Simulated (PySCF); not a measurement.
**LiI⁺: energy against distance**

Set-up: basis Li x2c-SVPall, I x2c-SVPall; spin-free X2C with a Gaussian nucleus; PySCF 2.14. Energies in eV from Li⁺ + I in their ground configurations at the same level. State: ²Π (doublet), unpaired electrons π ↑.

All columns are PBE0. A positive dipole points towards I; it is taken about the centre of mass and depends on that origin.

```tsv
R (Å)	E (eV)	μ (D)	Mulliken charge on Li (basis-dependent)	HOMO (eV)	LUMO (eV)	Mayer bond order	⟨S²⟩
2.354	-0.501	-8.00	0.83	-13.48	-11.26	0.34	0.75
2.463	-0.632	-8.48	0.82	-13.32	-11.10	0.34	0.75
2.573	-0.700	-8.99	0.82	-13.16	-10.94	0.34	0.75
2.655	-0.723	-9.37	0.82	-13.05	-10.83	0.34	0.75
2.737	-0.728	-9.77	0.82	-12.94	-10.71	0.34	0.75
2.819	-0.721	-10.17	0.82	-12.83	-10.60	0.34	0.75
2.929	-0.697	-10.72	0.82	-12.68	-10.45	0.33	0.75
3.065	-0.653	-11.42	0.83	-12.50	-10.27	0.31	0.75
3.230	-0.589	-12.28	0.84	-12.29	-10.06	0.29	0.75
3.449	-0.499	-13.46	0.86	-12.02	-9.80	0.25	0.75
```

A fit through these points gives, at Re = 2.726 Å, μ = -9.72 D and dμ/dR = -4.84 D/Å; the reduced mass is 6.648 u.

Question: How strong is the fundamental in the double-harmonic approximation, I = 42.26·(dμ/dR)²/μred km/mol?

Answer: I = 42.26·(-4.84)²/6.648 = 149 km/mol at PBE0.

These are scalar-relativistic numbers at best; spin–orbit coupling would shift them, the dissociation energy most. For an ion De counts to the pair picked by the measured ionisation energies or electron affinities, which need not be the lowest pair at this level. The state is the lowest determinant that a PBE0 search found; another state may lie lower at other levels.
